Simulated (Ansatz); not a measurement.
System: NHTeI (charge 0, doublet). SMILES: [NH][Te]I
Coordinates optimised at B3LYP-D3(BJ)/def2-TZVP (Ansatz, a program for electronic structure):
```
Te
N 1 1.9291
H 2 1.0227 1 112.74
I 1 2.7445 2 107.92 3 0.00
```
Charge 0, spin multiplicity 2.

Wanted: atomisation energy, in kcal/mol. Terms: no spin-orbit coupling; def2 sets with scalar-relativistic core potentials past Kr; dispersion terms only where a functional's name holds one; open shells spin-unrestricted; LANL2DZ with its own core potentials from Na on; atomisation electronic, to ground-state atoms. Ab initio and DFT rows: single points at B3LYP-D3(BJ) geometries (Ansatz).

| species | coefficient | E at B3LYP/LANL2DZ (Ansatz), Eh | E at PBE/def2-TZVPD (Ansatz), Eh |
|---|---|---|---|
| [NH][Te]I | -1 | -74.72481 | -621.01337 |
| H atom | +1 | -0.49891 | -0.49962 |
| I atom | +1 | -11.36262 | -297.66560 |
| N atom | +1 | -54.59599 | -54.53224 |
| Te atom | +1 | -8.01517 | -267.97324 |

 1 Eh = 627.5095 kcal/mol.

Problem. Compute it at each level from the table.

Solution. 
- B3LYP/LANL2DZ: the sum of coefficient times E is 0.25212 Eh, or 158.21 kcal/mol. Result: 158.2 kcal/mol.
- PBE/def2-TZVPD: the sum of coefficient times E is 0.34267 Eh, or 215.03 kcal/mol. Result: 215.0 kcal/mol.
